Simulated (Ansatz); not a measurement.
C$_{3}$H$_{13}$N$_{3}$OZr, SMILES `C[NH][Zr]([OH])([NH]C)[NH]C` from Hartree–Fock to CCSD(T)

```xyz
21

C    -2.661    0.754    1.457
N    -1.232    0.892    1.276
Zr   -0.097    0.001   -0.173
O    -0.989   -0.025   -1.902
N     1.675    1.020   -0.235
C     1.950    2.236   -0.969
N     0.339   -1.875    0.516
C     0.842   -2.984   -0.264
H    -2.923    0.392    2.460
H    -3.063    0.026    0.745
H    -3.204    1.693    1.290
H    -0.843    1.580    1.906
H    -1.435   -0.082   -2.740
H     2.513    0.649    0.194
H     1.037    2.601   -1.450
H     2.692    2.094   -1.767
H     2.310    3.046   -0.321
H     0.129   -2.154    1.465
H     1.789   -3.379    0.127
H     1.037   -2.664   -1.293
H     0.133   -3.820   -0.323
```

Total charge 0; spin multiplicity 1. Correlated methods include outer-core shells of Zr, which these sets cover unevenly. Zr: def2 effective core potential. The geometry is a stationary point of PBE0-D4/def2-TZVP. It is one conformer, not always the lowest. Frozen core, restricted reference, the Gaussian-basis code of Ansatz.

```json
{"basis": "def2-SVP", "HF (Eh)": "-405.78886", "MP2 corr.": "-1.39281"}
{"basis": "def2-TZVPP", "HF (Eh)": "-406.21811", "MP2 corr.": "-1.77472"}
{"basis": "def2-QZVPP", "HF (Eh)": "-406.23995", "MP2 corr.": "-1.92364"}
```

Task: Estimate the CCSD correlation energy and the (T) correction in each basis where they were run (hartree).

Result: 
```json
{"basis": "def2-SVP", "CCSD corr.": "-1.46344", "(T)": "-0.04656"}
{"basis": "def2-TZVPP", "CCSD corr.": "-1.82283", "(T)": "-0.07678"}
```
